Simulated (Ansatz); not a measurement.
The cluster HgCl2⁺. Charge 1, multiplicity 2. Geometry PBE0-D4/def2-TZVP, that of the neutral singlet.

```xyz
3

Hg   -0.001    0.000    0.000
Cl    0.248    0.437   -2.200
Cl   -0.247   -0.437    2.200
```

In the def2 sets Hg takes a core potential; there is no spin–orbit coupling. At PBE-D4/def2-TZVP the gap within one spin of the charge 1 doublet nearly closes, so an electron or hole may be smeared out by delocalisation error. The structure comes from a short search, and lower isomers may exist.

(1) Estimate the α-spin orbital energies around the gap (eV) in Ansatz with PBE-D4/def2-TZVP, r2SCAN-D4/def2-TZVP, PBE0-D4/def2-TZVP.

## Answers

(1) 
```tsv
orbital	PBE-D4/def2-TZVP	r2SCAN-D4/def2-TZVP	PBE0-D4/def2-TZVP
HOMO−5	-15.96	-16.28	-17.28
HOMO−4	-15.74	-16.08	-17.01
HOMO−3	-15.24	-15.71	-16.83
HOMO−2	-14.63	-15.09	-16.20
HOMO−1	-14.55	-14.92	-16.06
HOMO	-13.95	-14.31	-15.43
LUMO	-9.35	-9.21	-8.38
LUMO+1	-6.66	-6.31	-5.88
LUMO+2	-6.50	-6.15	-5.72
LUMO+3	-3.82	-3.03	-3.15
LUMO+4	-2.74	-2.08	-1.98
LUMO+5	-1.72	-1.19	-1.20
β HOMO	-13.76	-14.08	-14.75
β LUMO	-13.71	-13.77	-13.21
```
